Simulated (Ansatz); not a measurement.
MO2(NH2)2 with several metals: PBE0-D4/def2-TZVP single points in Ansatz on relaxed structures, gas phase. Core potentials for Mo, W, no spin–orbit coupling. Binding counts from free atoms in the multiplicity of their measured ground term, without zero-point energy. Names give formal oxidation states. A dash marks a value that wasn't run or was left out as unsound. The structures are stationary points that may keep the symmetry of their start. Remarks come from the PBE and PBE0 runs and from stability tests at other levels; not every state was tested. HOMO above LUMO (over both spins in singlets and doublets, within one spin in higher multiplets; at PBE or PBE0), or a gap under 0.15 eV within one spin, warns that the state may not be the lowest or that an electron is smeared out.

```csv
species,atoms,state,geometry,HOMO (eV),LUMO (eV),gap (eV),vertical IE (eV),vertical triplet (eV),binding per atom (eV),point group (within 0.1 Å),remarks
CrO2(NH2)2 (CrN2O2H4),9,singlet,B3LYP-D4/def2-SVP,-7.31,-2.83,4.49,9.18,1.90,3.42,C2v,"restricted SCF unstable in HF, spin-contaminated (⟨S²⟩ up to 0.92) (+1 doublet)"
WO2(NH2)2 (WN2O2H4),9,singlet,B3LYP-D4/def2-SVP,-7.81,-1.31,6.50,9.77,4.57,–,C2v,"gap within one spin near zero at PBE or PBE0 (+1 doublet), gap within one spin near zero at PBE or PBE0 (triplet)"
```

Task: Estimate the rows for MoO2(NH2)2 (MoN2O2H4) (singlet, PBE0-D4/def2-SVP geometry).

Result: 
```csv
species,atoms,state,geometry,HOMO (eV),LUMO (eV),gap (eV),vertical IE (eV),vertical triplet (eV),binding per atom (eV),point group (within 0.1 Å),remarks
MoO2(NH2)2 (MoN2O2H4),9,singlet,PBE0-D4/def2-SVP,-7.66,-1.76,5.91,9.60,4.07,3.94,C2v,gap within one spin near zero at PBE or PBE0 (triplet)
```

The gap (eV) runs from 4.49 (CrO2(NH2)2) to 6.50 (WO2(NH2)2). The vertical IE (eV) runs from 9.18 (CrO2(NH2)2) to 9.77 (WO2(NH2)2). The vertical triplet (eV) runs from 1.90 (CrO2(NH2)2) to 4.57 (WO2(NH2)2).
